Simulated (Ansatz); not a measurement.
# Reading a saddle point

A first-order saddle point of GeH5BrO, singlet, PBE0-D4/def2-TZVP, with one imaginary mode of 131i cm⁻¹:

| atom | x (Å) | y (Å) | z (Å) |
| --- | --- | --- | --- |
| Ge1 | -0.6813 | 0.3261 | -0.4089 |
| Br2 | 0.7021 | -1.9287 | -1.0575 |
| H3 | -0.2131 | 0.8109 | -1.7813 |
| H4 | -0.9335 | 1.6230 | 0.4189 |
| H5 | -1.9230 | -0.5468 | -0.2773 |
| H6 | 1.1384 | -0.8483 | 0.6827 |
| O7 | 0.6532 | -0.0773 | 1.0980 |
| H8 | 1.2572 | 0.6409 | 1.3253 |

Program: Ansatz 0.2.0. Basis: def2-TZVPP and def2-QZVPP. Cores are frozen in the correlated methods. Filled d shells of the heavier atoms are correlated. The def2 sets are not built for correlating such inner shells, so the correlated values are less sure here. Extrapolation: Hartree–Fock as exp(−7.88 √X), correlation as X^−2.97.

Task: Which contacts change along the imaginary mode, and what lies on either side? (A judgement: the text doesn't fix the answer.)

Result: The calculation gives: The step is GeH₃Br ([GeH3][Br]) + H₂O → GeH₄O ([OH][GeH3]) + HBr, with the molecules in contact on both sides. Shortening one way: Ge1–O7, Br2–H6; lengthening the same way: Ge1–Br2, H6–O7.
```tsv
pair	one side (Å)	saddle (Å)	other side (Å)
Ge1–O7	3.27	2.05	1.80
Br2–H6	2.70	2.09	1.46
Ge1–Br2	2.33	2.72	4.30
H6–O7	0.96	1.00	1.74
```

Task: Which side is lower, and how far does the saddle lie above each? (To be estimated.)

Result: By the calculation: The side with Ge1–Br2, H6–O7 short is lower by 0.566 eV; the saddle lies 1.118 eV above it and 0.552 eV above the other (CCSD(T) at an estimated basis limit (MP2 extrapolated from triple and quadruple zeta, plus CCSD(T) − MP2 in triple zeta); electronic energies).

T1 diagnostic: at most 0.011.

The step is the kind of ligand exchange by which a precursor binds to a hydroxyl group, or is hydrolysed, in atomic layer deposition of oxides.

Labels in which every atom is bracketed show which atoms are joined, not bond orders.

For scale, one of the runs: CCSD(T)/def2-TZVPP, 197 basis functions, launched by `ansatz run in.yaml --threads 4 --pin off --events-out ev --progress --plain --max-ram 9574MiB`. The run took 99 s on 4 CPU threads of an Arm Neoverse V1 (shared host), with 2.4 GiB of host memory at its peak.
